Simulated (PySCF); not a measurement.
**Interval between two levels of Tc by level of theory**

Tc [Kr] 4d5 5s2 [6S5/2, M_J = 5/2] → Tc [Kr] 4d4 5s2 6s1 [6D9/2, M_J = 9/2], as a difference of total energies. Computed with PySCF 2.14 in x2c-SVPall-2c with one added diffuse shell each of s, p, d type (7s9p7d1f, 76 functions), with the two-component X2C-1e Hamiltonian. Correlated levels: [Ar] 3d10 frozen; the 6 highest virtual spinors dropped. "Screened" scales the spin-orbit matrix elements by Boettger's factors to mimic the two-electron term; Breit and QED terms are absent.

```json
{"method": "GHF (spin-free)", "interval between two levels (cm⁻¹)": "79191"}
{"method": "GMP2 (spin-free)", "interval between two levels (cm⁻¹)": "81338"}
{"method": "GHF (screened spin-orbit)", "interval between two levels (cm⁻¹)": "80117"}
{"method": "GMP2 (screened spin-orbit)", "interval between two levels (cm⁻¹)": "82295"}
```

The labels give the starting determinants; with spin-orbit coupling the two ends relaxed to ⟨J²⟩ = 8.79, ⟨L²⟩ = 0.02, ⟨S²⟩ = 8.78 and ⟨J²⟩ = 24.87, ⟨L²⟩ = 6.21, ⟨S²⟩ = 8.72.

The promoted electron is Rydberg-like, and one or two diffuse shells describe it only roughly, which tends to raise the upper state.
